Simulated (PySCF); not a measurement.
C6H8BN.
Numbering: `[BH2:1][NH:2][c:3]1[cH:4][cH:5][cH:6][cH:7][cH:8]1` (hydrogens: H9, H10 on B1; H11 on N2; H12 on C4; H13 on C5; H14 on C6; H15 on C7; H16 on C8)

Structure used (GFN2-xTB), in Å, numbered top down from 1:
```xyz
16
C6H8BN angstrom
B      2.7945   -0.6815   -0.3286
N      1.8082    0.2848   -0.1680
C      0.4228    0.1791   -0.0333
C     -0.2420   -1.0457   -0.0244
C     -1.6161   -1.0935    0.1106
C     -2.3554    0.0706    0.2405
C     -1.7039    1.2917    0.2372
C     -0.3299    1.3462    0.1020
H      3.9017   -0.3092   -0.4155
H      2.5322   -1.8190   -0.3753
H      2.0970    1.2550   -0.1401
H      0.3219   -1.9580   -0.1221
H     -2.1160   -2.0509    0.1174
H     -3.4290    0.0268    0.3436
H     -2.2666    2.2079    0.3412
H      0.1731    2.3047    0.1033
```

A PySCF run (density fitting, gas phase, GFN2-xTB geometry) gave HOMO -6.39 eV, LUMO -0.36 eV, dipole 1.52 D and E = -312.630 Eh.

Question: Which of these levels was it?
A. PBE0/6-31G
B. CAM-B3LYP/pcSseg-1
C. wB97X-D/def2-SVPD
D. PBE0/pcSseg-1
E. PBE0/pcseg-1

Answer: A. It is PBE0/6-31G. All candidates on this geometry:

```csv
level and settings,kind,basis functions,SCF cycles,E (Eh),HOMO (eV),LUMO (eV),dipole (D)
PBE0/pcSseg-1,global hybrid,176,14,-312.6657,-6.64,-0.81,1.39
PBE0/pcseg-1,global hybrid,152,14,-312.6400,-6.67,-0.83,1.38
PBE0/6-31G,global hybrid,88,14,-312.6302,-6.39,-0.36,1.52
CAM-B3LYP/pcSseg-1,range-separated hybrid,176,12,-312.8746,-7.79,0.27,1.36
wB97X-D/def2-SVPD,range-separated hybrid,224,13,-312.7631,-8.34,0.94,1.26
```

The nearest other candidate, by the summed differences of HOMO and LUMO, is PBE0/pcSseg-1: its HOMO differs by -0.25 eV and its LUMO by -0.45 eV. wB97X-D ran without the empirical dispersion term, which would shift the total energy alone. Cycle counts include a coarse-grid stage where the run had one.
